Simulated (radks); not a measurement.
Task: Successive ionisation energies (eV) of one element, from differences of total energies of ions in their ground configurations, starting at charge 0: 8.965, 20.214, 33.061, 47.195, 62.170. All-electron calculation, scalar-relativistic Kohn-Sham, SCAN, spin-polarised, spherical densities, finite nucleus; open shells are filled with parallel spins first (spin-orbit coupling, left out, can overturn this in heavy ions); meta-GGA in the generalised Kohn-Sham scheme; Fermi nuclear charge, rms radius 4.5318 fm. Program: a radial shooting solver on a logarithmic mesh with Libxc functionals. Which element is it?

Result: Palladium (Z = 46). The first species listed is Pd in [Kr] 4d10, the last Pd4+ in [Kr] 4d6.
